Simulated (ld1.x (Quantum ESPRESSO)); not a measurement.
## Pseudopotential generation for Ru: PAW, revPBE, scalar-relativistic.

- Element: Ru
- Generator: ld1.x (Quantum ESPRESSO) 7.5
- Type: PAW
- Functional: revPBE
- Relativity: scalar-relativistic
- Frozen core: [Ar] 3d10 4s2
- Valence charge: 14
- Reference configuration: 4p6 4d7 5s0.5 5p0 (charge +0.5)
- Partial waves: 5s (bound): rcut 2.60, rcutus 3.05 bohr; 5s channel at 0.05 Ry: rcut 2.60, rcutus 3.05 bohr; 4p (bound): rcut 2.05, rcutus 2.30 bohr; 5p (bound, empty): rcut 2.05, rcutus 2.30 bohr; 4d (bound): rcut 1.15, rcutus 1.45 bohr; 4d channel at 4.75 Ry: rcut 1.15, rcutus 1.45 bohr
- Local potential: all-electron potential smoothed inside 1.10 bohr (lloc = -2)
- Core correction: Bessel-smoothed model core inside 0.80 bohr
- Augmentation charge: BESSEL, radius 1.30 bohr

All-electron outer shells of the reference configuration (revPBE, scalar-relativistic, ld1.x):

```
shell  level (eV)  outermost node (bohr)  outermost maximum (bohr)
   4s      -79.82                   0.48                      0.92
   4p      -49.89                   0.49                      0.98
   4d       -8.64                   0.48                      1.21
   5s       -7.13                   1.24                      2.66
   5p       -3.31                   1.40                      3.59
```

Q: Is the overlap operator S = 1 + Σ q|β⟩⟨β| positive definite (Bessel basis up to 400 Ry)?

A: No: its lowest eigenvalue is -0.037, in the s channel, so the generalised eigenproblem breaks down once the basis is large enough.

Q: Tests: 4p6 4d7 5s1 5p0; 4p6 4d7 5s0 5p0; 4p6 4d6 5s0 5p0; 4p6 4d7.5 5s0.5 5p0; 4p6 4d6 5s1 5p1; 4p6 4d7 5s0 5p1; 4p6 4d6 5s1 5p0. Which has the largest error in its energy relative to the reference configuration, and how large is it?

A: 4p6 4d6 5s0 5p0, with +29 meV (all-electron minus pseudo) on +22.46 eV.

The ghost test of this file was not conclusive. Its overlap operator is not positive definite in a basis up to 400 Ry (lowest eigenvalue s -0.04), so the file is unfit for use: the generalised eigenproblem breaks down once the basis is large enough, and its test numbers describe a broken file.
